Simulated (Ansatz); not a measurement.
Species: C2H8AlN, net charge 0, singlet state. 
Coordinates optimised at B3LYP-D3(BJ)/def2-TZVP (Ansatz, a first-principles code):
```xyz
12

C     -1.5296    -1.1936    -0.1710
Al    -0.0037     0.0198     0.0040
C      1.8556    -0.5612    -0.1885
N     -0.3219     1.7331     0.3551
H     -1.4702    -2.0125     0.5525
H     -2.4876    -0.6905    -0.0206
H     -1.5540    -1.6587    -1.1614
H      2.5679     0.2582    -0.0680
H      2.1089    -1.3288     0.5492
H      2.0314    -1.0088    -1.1716
H      0.3858     2.4428     0.4645
H     -1.2370     2.1393     0.4744
```

PBE beside other levels, property by property. Valence correlation only, unless marked. UHF or UKS for open shells. No spin-orbit coupling. No relativistic terms. CBS marks a two-point X^-3 extrapolation of the correlation energy; Hartree-Fock from the larger set. The bracket is a focal-point correction in the basis named. Atomisation energies are electronic, to ground-state atoms; the column to compare with has the core term from cc-pwCVTZ added, other frozen-core levels have none. Vertical energies are electronic, to the SCF solution reached for that spin. The coupled-cluster column (Ansatz) is a level with limits of its own: (a) RI-MP2/CBS(aug-cc-pV(T+d)Z,aug-cc-pV(Q+d)Z)+[CCSD(T)-MP2]/aug-cc-pV(T+d)Z; (b) CCSD(T)/CBS(aug-cc-pV(T+d)Z,aug-cc-pV(Q+d)Z).

```tsv
property	PBE/def2-TZVPD (Ansatz)	r2SCAN-D4/def2-TZVPD (Ansatz + dftd4)	PBE0/def2-TZVPD (Ansatz)	CCSD(T)/aug-cc-pV(D+d)Z (Ansatz)	coupled cluster
vertical ionisation energy to the doublet (eV)	8.99	9.13	9.35	9.55	9.78 (a)
atomisation energy (kcal/mol)	1036.1	1029.9	1024.4	961.3	1034.2 (b)
vertical triplet-singlet gap (eV)	5.24	5.47	5.52	5.57	5.76 (a)
```

As the rows show:
- vertical ionisation energy to the doublet: PBE lies 0.79 eV below coupled cluster.
- atomisation energy: PBE lies 1.9 kcal/mol above coupled cluster.
- vertical triplet-singlet gap: PBE lies 0.52 eV below coupled cluster.
